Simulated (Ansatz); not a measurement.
Reaction (redistribution): `C[O][Ge][Cl]` + `C[O][Ge][F]` → `[F][Ge][Cl]` + `C[O][Ge][O]C`

Isolated molecules relaxed with PBE0-D4/def2-TZVP in Ansatz; ΔE leaves out vibrations. CBS: MP2 limit from def2 TZ/QZ plus the TZ coupled-cluster correction, frozen cores. Functionals use def2-TZVPP. B3LYP here is the variant with VWN-RPA as its local correlation; programs differ in this. HSE06 is defined as in plane-wave codes. For Ge outer-core shells are correlated without core-valence functions, which leaves a few kJ/mol of doubt a bond. Scalar relativity is left out up to krypton. Each species was taken in one conformer, which may not be the lowest.

`C[O][Ge][Cl]`:

Z-matrix (Å, degrees):
```
C
O 1 1.410
H 1 1.093 2 109.0
H 1 1.093 2 112.0 3 -120.9
H 1 1.093 2 109.0 3 118.3
Ge 2 1.762 1 132.6 3 120.9
Cl 6 2.215 2 101.4 1 0.0
```

`C[O][Ge][F]`:

Cartesian coordinates in Å:
```
C 0.536 -0.603 -0.159
O -0.826 -0.530 0.209
Ge -1.811 0.903 0.509
F -0.590 2.146 0.212
H 0.985 0.387 -0.267
H 1.083 -1.162 0.605
H 0.622 -1.141 -1.107
```

`[F][Ge][Cl]`:

Z-matrix (Å, degrees):
```
Ge
F 1 1.748
Cl 1 2.180 2 98.3
```

`C[O][Ge][O]C`:

```xyz
11

C     1.321   -1.688   -0.379
O     1.764   -0.726    0.553
Ge    0.943    0.749    1.084
O    -0.539    0.583    0.084
C    -1.567    1.541    0.130
H     2.062   -1.779   -1.179
H     1.235   -2.659    0.118
H     0.355   -1.426   -0.817
H    -2.501    1.069    0.450
H    -1.350    2.367    0.822
H    -1.722    1.967   -0.866
```

```tsv
level	ΔE (kcal/mol)
B3LYP-D4	5.0
HSE06-D4	4.5
BHLYP-D4	4.8
ωB97X-V	4.6
RPA@PBE/def2-TZVPP	4.0
MP2/def2-SVP	5.2
MP2/def2-TZVPP	4.6
CCSD/def2-TZVPP	4.2
```

Task: What does CCSD(T)/CBS give? (Best estimate.)

Result: Computed: +4.7 kcal/mol. The listed levels differ from it by 0.3, -0.2, 0.1, -0.1, -0.7, 0.5, -0.1, -0.5 kcal/mol.

Largest T1 diagnostic among the species: 0.015.

Leaving LDA and LC-ωPBE aside and taking each functional with its dispersion term where it has one, the values, not all of them listed here, spread over 0.6 kcal/mol, from B97M-V to BLYP-D4.
